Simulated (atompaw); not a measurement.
**Scattering properties, PAW (atompaw) potential for potassium**

| Item | Value |
| --- | --- |
| Element | potassium (K) |
| Generator | atompaw 4.2.0.5 |
| Type | PAW |
| Functional | PBEsol |
| Relativity | scalar-relativistic |
| Frozen core | [Ne] |
| Valence charge | 9 |
| Reference configuration | 3s2 3p6 4s1 4p0 |
| Partial waves | 3s (bound): rc 1.90 bohr; 4s (bound): rc 2.30 bohr; 3p (bound): rc 2.15 bohr; 4p (bound, empty): rc 2.65 bohr; 3d channel at -0.05 Ry: rc 2.65 bohr |
| Local potential | vpsmatchnc scheme with l = 3 at 0 Ry, radius 2.25 bohr |
| Core correction | smooth core density matched at 2.10 bohr |
| Augmentation charge | sinc compensation charge, radius 2.45 bohr; PAW radius 2.65 bohr; waves and projectors: custom polynom2 7 10 vanderbiltortho |

The phase is arctan(r·u′/u) with u = r·R(r), unwrapped; energies in Ry, scanned from -5 to 5 Ry. A pole is an energy at which the radial function vanishes at the test radius. The pseudo phase is shifted by a multiple of π to meet the all-electron one at the reference energy, and phase errors are pseudo minus all-electron; the curves can meet again beyond the range given. Levels narrower than the energy grid can be missing from the lists of poles.

```csv
channel,radius (bohr),reference energy (Ry),"poles, all-electron","poles, pseudo",unbroken range about the reference energy with phases within 0.05 rad,phase error 1 Ry above the reference energy (rad)
s,2.66,-0.17,"-2.48, 3.57","-2.48, 2.98",below 2.9,-0.024
p,2.66,-0.06,"-1.17, 4.40","-1.17, 1.08",below 0.4,-2.021
d,2.66,-0.05,0.83,"0.36, 2.48",below 0.2,-2.814
```

Phases in the s channel:

| E (Ry) | all-electron | pseudo |
| --- | --- | --- |
| -5.00 | 1.383 | 1.383 |
| -4.76 | 1.376 | 1.376 |
| -4.52 | 1.369 | 1.368 |
| -4.28 | 1.360 | 1.359 |
| -4.04 | 1.349 | 1.349 |
| -3.80 | 1.336 | 1.335 |
| -3.56 | 1.318 | 1.317 |
| -3.32 | 1.290 | 1.290 |
| -3.08 | 1.238 | 1.238 |
| -2.84 | 1.059 | 1.058 |
| -2.60 | -1.269 | -1.269 |
| -2.36 | -1.669 | -1.670 |
| -2.12 | -1.746 | -1.746 |
| -1.88 | -1.786 | -1.787 |
| -1.64 | -1.819 | -1.819 |
| -1.40 | -1.850 | -1.850 |
| -1.16 | -1.883 | -1.884 |
| -0.92 | -1.923 | -1.923 |
| -0.68 | -1.972 | -1.972 |
| -0.44 | -2.036 | -2.037 |
| -0.20 | -2.127 | -2.127 |
| 0.04 | -2.265 | -2.265 |
| 0.28 | -2.488 | -2.490 |
| 0.52 | -2.859 | -2.868 |
| 0.76 | -3.373 | -3.394 |
| 1.00 | -3.834 | -3.861 |
| 1.24 | -4.127 | -4.155 |
| 1.48 | -4.304 | -4.331 |
| 1.72 | -4.416 | -4.443 |
| 1.96 | -4.492 | -4.521 |
| 2.20 | -4.548 | -4.580 |
| 2.44 | -4.591 | -4.627 |
| 2.68 | -4.625 | -4.667 |
| 2.92 | -4.653 | -4.703 |
| 3.16 | -4.677 | -4.739 |
| 3.40 | -4.699 | -4.779 |
| 3.64 | -4.718 | -4.827 |
| 3.88 | -4.736 | -4.895 |
| 4.12 | -4.753 | -5.016 |
| 4.36 | -4.770 | -5.324 |
| 4.60 | -4.787 | -6.443 |
| 4.84 | -4.805 | -7.330 |
